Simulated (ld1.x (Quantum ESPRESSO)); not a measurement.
## Configuration tests for antimony (PAW)

antimony (Sb), PAW, made with ld1.x (Quantum ESPRESSO) 7.5 (PBE, fully relativistic). Core [Kr], reference 4d10 5s2 5p2 (charge +1). Waves: 5s (bound): rcut 1.60, rcutus 2.05 bohr; 5s channel at -0.2 Ry: rcut 1.60, rcutus 2.05 bohr; 5p (bound): rcut 2.20, rcutus 2.65 bohr; 5p channel at 0.55 Ry: rcut 2.20, rcutus 2.65 bohr; 4d (bound): rcut 1.25, rcutus 1.45 bohr; 4d channel at -2.05 Ry: rcut 1.25, rcutus 1.45 bohr. Local part: all-electron potential smoothed inside 2.30 bohr (lloc = -1). Core correction: a·sin(br)/r model core inside 0.75 bohr. Augmentation charge: PSQ, inside the norm-conserving radii.

Open shells are filled in proportion to 2j + 1 (rel_dist='average').

Energies are relative to the spin-unpolarised reference configuration 4d10 5s2 5p2; without spin polarisation the order of configurations can differ from experiment.

```json
{"valence configuration": "4d10 5s2 5p3", "charge": "0", "ΔE all-electron (eV)": "-8.333", "error AE − PS (meV)": "0.0"}
{"valence configuration": "4d10 5s2 5p0", "charge": "+3", "ΔE all-electron (eV)": "40.428", "error AE − PS (meV)": "-2.2"}
{"valence configuration": "4d9 5s2 5p3", "charge": "+1", "ΔE all-electron (eV)": "32.376", "error AE − PS (meV)": "+445"}
{"valence configuration": "4d10 5s1 5p3", "charge": "+1", "ΔE all-electron (eV)": "8.705", "error AE − PS (meV)": "+0.8"}
{"valence configuration": "4d10 5s1 5p4", "charge": "0", "ΔE all-electron (eV)": "-0.248", "error AE − PS (meV)": "+1.1"}
{"valence configuration": "4d10 5s2 5p3.3", "charge": "-0.3", "ΔE all-electron (eV)": "-9.497", "error AE − PS (meV)": "0.0"}
```

What are ΔE and the potential's error for 4d10 5s2 5p1?

ΔE = 15.989 eV all-electron; the error (AE − PS) is -0.3 meV.

The ghost test of this file was not conclusive.
